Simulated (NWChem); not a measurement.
System: MoCl$_{5}$, doublet; SMILES [Cl][Mo]([Cl])([Cl])([Cl])[Cl]

The following NWChem deck was run.

```
start job
memory heap 200 mb stack 900 mb global 1100 mb
geometry units angstroms
  Mo     0.062259     0.059133    -0.000259
  Cl     1.767669    -0.574115    -1.207248
  Cl     1.014947    -0.964248     1.896114
  Cl    -0.920666     1.052612    -1.897241
  Cl    -1.582299    -1.494994     0.012261
  Cl    -0.443231     1.815428     1.191418
end
basis spherical
  * library def2-svp
end
ecp
  Mo library def2-ecp
end
dft
  odft
  mult 2
  xc pbe0
  iterations 150
end
driver
  maxiter 120
end
task dft optimize
```

Parts of the log:

```
             Northwest Computational Chemistry Package (NWChem) 7.3.0
             --------------------------------------------------------

 CS  symmetry detected

                             Geometry "geometry" -> ""
                             -------------------------

 Output coordinates in angstroms (scale by  1.889725989 to convert to a.u.)

  No.       Tag          Charge          X              Y              Z
 ---- ---------------- ---------- -------------- -------------- --------------
    1 Mo                  42.0000     0.00319717     0.08853401     0.00000000
    2 Cl                  17.0000    -2.00791498     0.93804956     0.00000000
    3 Cl                  17.0000     0.00215543     0.06729476     2.35604880
    4 Cl                  17.0000     0.00215543     0.06729476    -2.35604880
    5 Cl                  17.0000    -0.03970770    -2.17380934     0.00000000
    6 Cl                  17.0000     2.03541293     0.88243917     0.00000000

 Effective nuclear repulsion energy (a.u.)    1271.3559451708

      Symmetry information
      --------------------

 Group name             Cs
 Group number              2
 Group order               2
 No. of unique centers     5

                                Z-matrix (autoz)
                                --------

 Units are Angstrom for bonds and degrees for angles

      Type          Name      I     J     K     L     M      Value
      ----------- --------  ----- ----- ----- ----- ----- ----------
    1 Stretch                  1     2                       2.18317
    2 Stretch                  1     3                       2.35614
    3 Stretch                  1     4                       2.35614
    4 Stretch                  1     5                       2.26275
    5 Stretch                  1     6                       2.18179
    6 Bend                     2     1     3                90.17764
    7 Bend                     2     1     4                90.17764
    8 Bend                     2     1     5               111.81325
    9 Bend                     2     1     6               135.76168
   10 Bend                     3     1     5                89.48312
   11 Bend                     3     1     6                90.21154
   12 Bend                     4     1     5                89.48312
   13 Bend                     4     1     6                90.21154
   14 Bend                     5     1     6               112.42507

                           NWChem Geometry Optimization
                           ----------------------------

 maximum gradient threshold         (gmax) =   0.000450
 rms gradient threshold             (grms) =   0.000300
 maximum cartesian step threshold   (xmax) =   0.001800
 rms cartesian step threshold       (xrms) =   0.001200
 fixed trust radius                (trust) =   0.300000
 source of zmatrix                         =   autoz

          -------------------
          Energy Minimization
          -------------------

 Using diagonal initial Hessian
 Scaling for Hessian diagonals: bonds = 1.00  angles = 0.25  torsions = 0.10

          --------
          Step   0

                                 NWChem DFT Module
                                 -----------------

 Summary of "ao basis" -> "ao basis" (spherical)
 ------------------------------------------------------------------------------
       Tag                 Description            Shells   Functions and Types
 ---------------- ------------------------------  ------  ---------------------
 Mo                         def2-svp                11       31   5s3p2d1f
 Cl                         def2-svp                 8       18   4s3p1d

      Symmetry analysis of basis
      --------------------------

        a'         78
        a"         43

            General Information
            -------------------
          SCF calculation type: DFT
          Wavefunction type:  spin polarized.
          No. of atoms     :     6
          No. of electrons :    99
           Alpha electrons :    50
            Beta electrons :    49
          Charge           :     0
          Spin multiplicity:     2
          Use of symmetry is: on ; symmetry adaption is: on
          Maximum number of iterations: 150
          AO basis - number of functions:   121
                     number of shells:    51
          Convergence on energy requested:  1.00D-06
          Convergence on density requested:  1.00D-05
          Convergence on gradient requested:  5.00D-04

              XC Information
              --------------
                         PBE0 Method XC Functional
                     Hartree-Fock (Exact) Exchange  0.250
          PerdewBurkeErnzerhof Exchange Functional  0.750
            Perdew 1991 LDA Correlation Functional  1.000 local
           PerdewBurkeErnz. Correlation Functional  1.000 non-local

             Grid Information
             ----------------
          Grid used for XC integration:  medium
          Radial quadrature: Mura-Knowles
          Angular quadrature: Lebedev.
          Tag              B.-S. Rad. Rad. Pts. Rad. Cut. Ang. Pts.
          ---              ---------- --------- --------- ---------
          Mo                  1.45      123           8.0       590
          Cl                  1.00       88          11.0       590
          Grid pruning is: on
          Number of quadrature shells:   475
          Spatial weights used:  Erf1

      Superposition of Atomic Density Guess
      -------------------------------------

 Sum of atomic energies:       -2373.90958393

      Non-variational initial energy
      ------------------------------

 Total energy =   -2364.564425
 1-e energy   =   -4717.594385
 2-e energy   =    1637.635310
 HOMO         =      -0.097218
 LUMO         =      -0.091317

   Symmetry analysis of molecular orbitals - initial alpha
   -------------------------------------------------------

  Numbering of irreducible representations:

     1 a'          2 a"

  Orbital symmetries:

     1 a'          2 a'          3 a'          4 a'          5 a"
     6 a'          7 a'          8 a'          9 a'         10 a"
    11 a'         12 a'         13 a'         14 a"         15 a"
    16 a'         17 a'         18 a'         19 a"         20 a'
    21 a"         22 a"         23 a"         24 a'         25 a'
    26 a'         27 a'         28 a'         29 a"         30 a'
    31 a'         32 a'         33 a'         34 a"         35 a'
    36 a"         37 a'         38 a"         39 a'         40 a'
    41 a"         42 a'         43 a'         44 a'         45 a'
    46 a'         47 a"         48 a"         49 a"         50 a"
    51 a"         52 a'         53 a'         54 a'         55 a'
    56 a'         57 a'         58 a"         59 a'         60 a'

   Symmetry analysis of molecular orbitals - initial beta
   ------------------------------------------------------

  Numbering of irreducible representations:

     1 a'          2 a"

  Orbital symmetries:

     1 a'          2 a'          3 a'          4 a'          5 a"
     6 a'          7 a'          8 a'          9 a'         10 a"
    11 a'         12 a'         13 a'         14 a"         15 a"
    16 a'         17 a'         18 a'         19 a"         20 a'
    21 a"         22 a"         23 a"         24 a'         25 a'
    26 a'         27 a'         28 a'         29 a"         30 a'
    31 a'         32 a'         33 a'         34 a"         35 a'
    36 a"         37 a'         38 a"         39 a'         40 a'
    41 a"         42 a'         43 a'         44 a'         45 a'
    46 a'         47 a"         48 a"         49 a"         50 a"
    51 a"         52 a'         53 a'         54 a'         55 a'
    56 a'         57 a'         58 a"         59 a'         60 a'

[...]

      ----------------------
      Optimization converged
      ----------------------

  Step       Energy      Delta E   Gmax     Grms     Xrms     Xmax
  ---- ---------------- -------- -------- -------- -------- --------
@   10   -2367.89702500 -5.8D-08  0.00007  0.00002  0.00026  0.00060
                                     ok       ok       ok       ok

                                Z-matrix (autoz)
                                --------

 Units are Angstrom for bonds and degrees for angles

      Type          Name      I     J     K     L     M      Value     Gradient
      ----------- --------  ----- ----- ----- ----- ----- ---------- ----------
    1 Stretch                  1     2                       2.30444   -0.00003
    2 Stretch                  1     3                       2.23199   -0.00001
    3 Stretch                  1     4                       2.23199   -0.00001
    4 Stretch                  1     5                       2.24113   -0.00007
    5 Stretch                  1     6                       2.30462    0.00000
    6 Bend                     2     1     3                90.53026   -0.00000
    7 Bend                     2     1     4                90.53026   -0.00000
    8 Bend                     2     1     5                88.87636    0.00000
    9 Bend                     2     1     6               177.74306    0.00001
   10 Bend                     3     1     5               117.94371   -0.00002
   11 Bend                     3     1     6                90.52730   -0.00000
   12 Bend                     4     1     5               117.94371   -0.00002
   13 Bend                     4     1     6                90.52730   -0.00000
   14 Bend                     5     1     6                88.86670    0.00000

                         Geometry "geometry" -> "geometry"
                         ---------------------------------

 Output coordinates in angstroms (scale by  1.889725989 to convert to a.u.)

  No.       Tag          Charge          X              Y              Z
 ---- ---------------- ---------- -------------- -------------- --------------
    1 Mo                  42.0000    -0.00026889     0.01830721     0.00000000
    2 Cl                  17.0000    -2.30467958     0.00723614     0.00000000
    3 Cl                  17.0000     0.01536315     1.06411171     1.97176294
    4 Cl                  17.0000     0.01536315     1.06411171    -1.97176294
    5 Cl                  17.0000    -0.03345197    -2.22257769     0.00000000
    6 Cl                  17.0000     2.30297243    -0.06138615     0.00000000

 Effective nuclear repulsion energy (a.u.)    1272.7208269523

      Symmetry information
      --------------------

 Group name             Cs
 Group number              2
 Group order               2
 No. of unique centers     5

                Final and change from initial internal coordinates
                --------------------------------------------------

                                Z-matrix (autoz)
                                --------

 Units are Angstrom for bonds and degrees for angles

      Type          Name      I     J     K     L     M      Value       Change
      ----------- --------  ----- ----- ----- ----- ----- ---------- ----------
    1 Stretch                  1     2                       2.30444    0.12126
    2 Stretch                  1     3                       2.23199   -0.12415
    3 Stretch                  1     4                       2.23199   -0.12415
    4 Stretch                  1     5                       2.24113   -0.02162
    5 Stretch                  1     6                       2.30462    0.12283
    6 Bend                     2     1     3                90.53026    0.35262
    7 Bend                     2     1     4                90.53026    0.35262
    8 Bend                     2     1     5                88.87636  -22.93689
    9 Bend                     2     1     6               177.74306   41.98138
   10 Bend                     3     1     5               117.94371   28.46059
   11 Bend                     3     1     6                90.52730    0.31577
   12 Bend                     4     1     5               117.94371   28.46059
   13 Bend                     4     1     6                90.52730    0.31577
   14 Bend                     5     1     6                88.86670  -23.55836

 ==============================================================================
                                internuclear distances
 ------------------------------------------------------------------------------
       center one      |      center two      | atomic units |  angstroms
 ------------------------------------------------------------------------------
    2 Cl               |   1 Mo               |     4.35476  |     2.30444
    3 Cl               |   1 Mo               |     4.21786  |     2.23199
    4 Cl               |   1 Mo               |     4.21786  |     2.23199
    5 Cl               |   1 Mo               |     4.23512  |     2.24113
    6 Cl               |   1 Mo               |     4.35510  |     2.30462
 ------------------------------------------------------------------------------
                         number of included internuclear distances:          5
 ==============================================================================
```

Level: PBE0/def2-SVP with def2 effective core potentials on Mo, spin-unrestricted. In the optimisation the excess spin sits in a' (Cs, its own frame). No frequency run checked for a minimum. def2 effective core potentials on Mo; no spin-orbit coupling.
